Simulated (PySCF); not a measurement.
Homolysis of single bonds, series B F-Br. All species are isolated molecules in the gas phase. Strings in code marks are SMILES.

The four lowest singlet excitations (Tamm–Dancoff). These are PySCF with PBE0-D4/def2-TZVP values and carry that method's errors. Excitations are Tamm–Dancoff values on a coarser integration grid. The basis has no diffuse functions, so Rydberg states are missing or too high.

```json
[
 {"state": "S1", "energy (eV)": "4.70", "wavelength (nm)": "264", "oscillator strength": "0.000"},
 {"state": "S2", "energy (eV)": "5.47", "wavelength (nm)": "226", "oscillator strength": "0.000"},
 {"state": "S3", "energy (eV)": "5.47", "wavelength (nm)": "226", "oscillator strength": "0.000"},
 {"state": "S4", "energy (eV)": "6.03", "wavelength (nm)": "206", "oscillator strength": "0.159"}
]
```

**Question.** Which member gives these states?
A) `FB(Br)Br`
B) `FB(F)Br`
C) `BrB(Br)Br`

**Answer.** C, `BrB(Br)Br`
